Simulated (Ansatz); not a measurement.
Total energies of `Sc1cnc(-c2cnc(-c3cnc(S)nc3)nc2)nc1` from Ansatz at PBE0-D4/def2-TZVP, gas phase (1 Eh = 27.2114 eV = 2625.5 kJ/mol). The reference geometry is relaxed at PBE-D4/def2-SVP.

```
                state   geometry  energy (Eh)
     charge 0 singlet  reference  -1586.14594
     charge 1 doublet  reference  -1585.85750
    charge -1 doublet  reference  -1586.19621
free S atom (triplet)          –   -397.97371
free C atom (triplet)          –    -37.80537
free N atom (quartet)          –    -54.54382
free H atom (doublet)          –     -0.50104
```

Single mean-field runs in def2-TZVP are fitted with def2-universal-jkfit.

Task: Work out the vertical ionisation energy to the doublet.

Result: E(charge 1 doublet) − E(charge 0 singlet) = -1585.85750 − (-1586.14594) = 0.28844 Eh = 7.85 eV. For comparison, −ε of the highest occupied level is 6.63 eV at this level, 1.22 eV less.

Task: Work out the vertical electron affinity, to the doublet.

Result: E(charge 0 singlet) − E(charge -1 doublet) = -1586.14594 − (-1586.19621) = 0.05027 Eh = 1.37 eV. The basis lacks diffuse functions, which makes affinities too small.

Task: Give the fundamental gap IE − EA, the Mulliken electronegativity (IE + EA)/2 and the hardness (IE − EA)/2.

Result: From the values in Eh: IE − EA = 0.28844 − 0.05027 = 0.23817 Eh = 6.48 eV; (IE + EA)/2 = 4.61 eV; (IE − EA)/2 = 3.24 eV. The HOMO–LUMO gap of the same run is 4.10 eV, 2.38 eV smaller than the fundamental gap.

Task: What is the binding energy per atom against free atoms?

Result: Atoms: 2 × (-397.97371) + 12 × (-37.80537) + 6 × (-54.54382) + 8 × (-0.50104) = -1580.88310 Eh. Binding: -1580.88310 − (-1586.14594) = 5.26284 Eh = 143.21 eV, or 5.11 eV for each of 28 atoms (no zero-point energy, no counterpoise term).
